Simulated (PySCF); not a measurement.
PySCF 2.14 output of an unrestricted M06-2X calculation on a single atom or ion in pcseg-2, with the non-relativistic Hamiltonian (point nucleus):

```
SCF conv_tol = 1e-09
number electrons alpha = 13  beta = 9
    Y. Zhao and D. G. Truhlar.,  Theor. Chem. Acc. 120, 215 (2008)
    Y. Zhao and D. G. Truhlar.,  Theor. Chem. Acc. 120, 215 (2008)
cycle= 1 E= -943.630260259936  delta_E= -0.00284  |g|= 0.023  |ddm|= 0.0633
cycle= 2 E= -943.63038067162  delta_E= -0.00012  |g|= 0.0186  |ddm|= 0.0302
cycle= 3 E= -943.630506745226  delta_E= -0.000126  |g|= 0.00277  |ddm|= 0.0151
cycle= 4 E= -943.630549408355  delta_E= -4.27e-05  |g|= 0.00202  |ddm|= 0.0144
cycle= 5 E= -943.630592403374  delta_E= -4.3e-05  |g|= 0.00181  |ddm|= 0.0168
cycle= 6 E= -943.630715158542  delta_E= -0.000123  |g|= 0.00155  |ddm|= 0.0777
cycle= 7 E= -943.630724644663  delta_E= -9.49e-06  |g|= 0.000387  |ddm|= 0.0146
cycle= 8 E= -943.630728094244  delta_E= -3.45e-06  |g|= 0.000381  |ddm|= 0.0179
cycle= 9 E= -943.630728158411  delta_E= -6.42e-08  |g|= 0.000102  |ddm|= 0.00142
cycle= 10 E= -943.630728167064  delta_E= -8.65e-09  |g|= 4.44e-06  |ddm|= 0.000692
cycle= 11 E= -943.630728167102  delta_E= -3.74e-11  |g|= 1.57e-06  |ddm|= 5.36e-05
converged SCF energy = -943.630728167102  <S^2> = 6.0006226  2S+1 = 5.000249
```

The run itself started from symmetry-adapted Hartree-Fock orbitals and held the occupation by maximum overlap, on a logarithmic radial grid, so the iterations belong to that start.

**Question.** Which element, charge and spin multiplicity is this?

**Answer.** V⁺ (vanadium, charge +1), multiplicity 5; the state was [Ar] 3d4, high-spin 5D determinant.
